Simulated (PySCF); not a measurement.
Species: C5H5FN (doublet state).
Structure used (GFN2-xTB), in Å, numbered top down from 1:
```
atom  x, y, z in Å
C1     2.9441    1.2539    0.4978
C2     1.9500    0.6827   -0.1230
F3     2.1603    0.2737   -1.4649
N4     0.7370    0.4452    0.4052
C5    -0.2119   -0.1232   -0.2332
C6    -1.4785   -0.3430    0.4127
C7    -2.5061   -0.9255   -0.2018
H8     3.9504    1.5514    0.3435
H9    -0.1145   -0.4632   -1.2693
H10   -1.5464   -0.0054    1.4369
H11   -2.4341   -1.2606   -1.2242
H12   -3.4491   -1.0866    0.2913
```

The hyperfine couplings belong to this conformer and change with its torsions.

Identity: `[H]/[C]=C(F)/N=C/C=C` [radical].

Computed, not measured: PySCF, UKS B3LYP, pcH-1 on C F H N, non-relativistic, mean-field spin-orbit, GIAO. The structure is a single GFN2-xTB conformer in the gas phase; no vibrational or solvent corrections. A GFN2-xTB geometry isn't a minimum of the functional, and hyperfine couplings can be far from their values at a DFT geometry. Stability of the SCF solution: not tested.

(1) Give the principal g shifts and their parts.

(2) At 9.723 GHz, how far is the centre of the isotropic spectrum from where a free electron (g = 2.002319) resonates?

(3) What effective moment and Curie constant follow for a powder?

(4) In a frozen sample, at which fields do the three g values resonate at 9.5, 34, 94 and 263 GHz (hyperfine left aside), and which band first spreads them over more than twice a line width of 0.3 mT?

Results:

(1) 
| Δg (ppm) | 1 | 2 | 3 |
| --- | --- | --- | --- |
| relativistic mass correction | -172 | -172 | -172 |
| gauge correction | 35 | 23 | 16 |
| orbital Zeeman/spin–orbit | -1199 | 185 | 528 |
| total | -1335 | 36 | 372 |

So g = 2.00098, 2.00236, 2.00269 and g_iso = 2.00201; the tensor is rhombic: the two nearest values differ by 20 % of g3 − g1. Axes: g1 points within 3° of the C2–N4 bond and g2 is normal to the molecular plane.

(2) B = hν/(g μB) with μB/h = 13.99624 MHz/mT gives 346.94 mT for the free electron and 346.99 mT at g_iso, 0.05 mT higher.

(3) With the mean of g² = 4.0080 and S(S+1) = 0.75: μ_eff = √(⟨g²⟩S(S+1)) = 1.734 μB and χT = 0.12505·⟨g²⟩·S(S+1) = 0.376 cm³ K/mol (cgs; spin-Hamiltonian part alone).

(4) 
| band | GHz | B(g3) mT | B(g2) mT | B(g1) mT | spread mT |
| --- | --- | --- | --- | --- | --- |
| X | 9.5 | 338.92 | 338.98 | 339.21 | 0.29 |
| Q | 34.0 | 1212.98 | 1213.18 | 1214.01 | 1.03 |
| W | 94.0 | 3353.53 | 3354.09 | 3356.39 | 2.86 |
| J | 263.0 | 9382.75 | 9384.32 | 9390.75 | 8.00 |

The spread grows in proportion to the frequency. Q band is the first where it exceeds 0.6 mT.

The largest Mulliken spin populations are on C1 (+1.10) and C2 (-0.13). No atom but C1 exceeds +0.15. The positive populations add up to 1.24 and the negative ones to -0.24, together 2S = 1.

The HOMO–LUMO gaps are 4.69 eV among the α and 3.77 eV among the β orbitals.
